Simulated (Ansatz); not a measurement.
System: bromosilane, sum formula SiH3Br, charge 0, multiplicity 1. 
Geometry from a B3LYP-D3(BJ)/def2-TZVP (Ansatz, a first-principles code) optimisation:
```xyz
5

Si    -1.4775    -0.0217     0.0219
Br     0.7574     0.0111    -0.0112
H     -1.9632     1.3690    -0.0622
H     -1.9472    -0.8065    -1.1360
H     -1.9135    -0.6482     1.2847
```

Basis-set convergence of Hartree-Fock and MP2 correlation energies (hartree) with Ansatz. Cores are frozen in the correlated levels unless marked. Spin-orbit coupling is left out. Frozen are the shells of the preceding noble gas and the d and f shells that filled before the atom's block. Non-relativistic.

| basis | functions | E(HF) | E(corr, MP2) |
|---|---|---|---|
| def2-SVP | 65 | -2862.72769 | -0.22381 |
| def2-TZVPP | 132 | -2863.14960 | -0.29163 |
| def2-QZVPP | 249 | -2863.20832 | -0.31925 |

Extrapolating the two largest sets (X = 3 and 4) as X^-3: E(corr) = (64·(-0.31925) - 27·(-0.29163))/37 = -0.3394 Eh, an estimate of the basis-set limit. The largest set recovers 94.1 % of it, the smallest 65.9 %.
